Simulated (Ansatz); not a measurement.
System: C₃H₂F₃ (charge 0, doublet). It need not be the lowest isomer of its formula. 
Structure (B3LYP-D3(BJ)/def2-TZVP (Ansatz, a quantum-chemistry and plane-wave program) minimum search):
```
C
C 1 1.3007
H 2 1.0768 1 138.84
H 1 1.0907 2 122.40 3 0.00
C 1 1.5021 4 113.72 2 180.00
F 5 1.3391 1 113.16 4 -180.00
F 5 1.3508 6 107.65 1 -122.66
F 5 1.3508 6 107.65 7 -114.68
```
Charge 0, spin multiplicity 2.

Parts of the frozen-core correlation energy in cc-pVTZ (Ansatz, hartree). Frozen orbitals: 6; correlated occupied orbitals by spin: 18 and 17; virtual: 184 and 185. Open shells are spin-unrestricted. No spin-orbit coupling. No relativistic terms.

```
term                            value
-------------------------  ----------
reference (HF)             -413.16748
MP2 opposite-spin                   …
MP2 same-spin                       …
CCSD correlation                    …
(T)                          -0.04384
T1 diagnostic                   0.025
largest doubles amplitude       0.113
<S^2> of the reference          0.938
```

### Question
What belongs in the gaps?

### Answer

- MP2 opposite-spin, value: -0.86719
- MP2 same-spin, value: -0.30731
- CCSD correlation, value: -1.20268
